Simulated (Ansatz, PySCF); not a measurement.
Molecule: C2H6BO2, charge 0, multiplicity 2. It need not be the lowest isomer of its formula. 
Geometry from a B3LYP-D3(BJ)/def2-TZVP (Ansatz, a first-principles code) optimisation:
SMILES: [CH2]OBOC
```xyz
11

B      0.0426     0.7522    -0.0293
O      1.3972     0.5489    -0.0550
C      1.9805    -0.6739    -0.0233
O     -0.7962    -0.3071     0.0311
C     -2.2088    -0.1535     0.0601
H     -0.3453     1.8789    -0.0622
H      3.0569    -0.6751    -0.0498
H      1.3656    -1.5586     0.0250
H     -2.6378    -0.6714    -0.7984
H     -2.5942    -0.6047     0.9750
H     -2.4961     0.8995     0.0275
```
Charge 0, spin multiplicity 2.

Dipole moments at this geometry, in debye (magnitudes).

```tsv
level	program	dipole (D)
HF/def2-TZVPD	PySCF	1.86
PBE/def2-TZVPD	PySCF	1.68
revPBE/def2-TZVPD	Ansatz	1.65
r2SCAN/def2-TZVPD	Ansatz	1.69
B97M-V/def2-TZVPD	Ansatz	1.67
B3LYP/def2-TZVPD	Ansatz	1.76
TPSSh/def2-TZVPD	PySCF	1.72
r2SCANh/def2-TZVPD	Ansatz	1.72
r2SCAN0/def2-TZVPD	Ansatz	1.75
HSE06/def2-TZVPD	Ansatz	1.74
CAM-B3LYP/def2-TZVPD	Ansatz	?
wB97M-V/def2-TZVPD	Ansatz	1.81
wB97X-V/def2-TZVPD	Ansatz	1.83
CCSD(T)/aug-cc-pVDZ	Ansatz	?
```

Problem. Fill in the missing entries.

Solution. 
- CAM-B3LYP/def2-TZVPD, dipole (D): 1.83
- CCSD(T)/aug-cc-pVDZ, dipole (D): 1.82
